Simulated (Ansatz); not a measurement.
Reactions of C2H6O2W, SMILES `[CH3][W]([CH3])(=[O])=[O]`.

Calculated with Ansatz (gas phase, PBE0-D4/def2-TZVP geometries, no zero-point term in ΔE). CCSD(T)/CBS adds triple-zeta CCSD(T) − MP2 to the extrapolated MP2 energy (def2 sets, frozen cores). This one scheme is used for every species. Elements past krypton have def2 core potentials. For W outer-core shells are correlated without core-valence functions, which leaves a few kJ/mol of doubt a bond. Each species was taken in one conformer, which may not be the lowest.

Problem. Order these by ΔE at CCSD(T)/CBS, lowest first. (An estimate is asked.)
A. `[CH3][W]([CH3])(=[O])=[O]` + `NC(O)N[SiH3]` → `[CH3][W]([NH2])(=[O])=[O]` + `CC(O)N[SiH3]`
B. `[CH3][W]([CH3])(=[O])=[O]` + H₂O → `[CH3][W](=[O])(=[O])[OH]` + CH₄
C. `[CH3][W]([CH3])(=[O])=[O]` + `N=C=CO` → `[CH3][W](=[O])(=[O])[OH]` + `CC=C=N`
D. `[CH3][W]([CH3])(=[O])=[O]` + HCl → `[CH3][W](=[O])(=[O])[Cl]` + CH₄

Solution. C (-46.6 kcal/mol), D (-36.5 kcal/mol), B (-29.8 kcal/mol), A (-26.8 kcal/mol).

Largest T1 diagnostic: 0.023, for `[CH3][W]([CH3])(=[O])=[O]`.
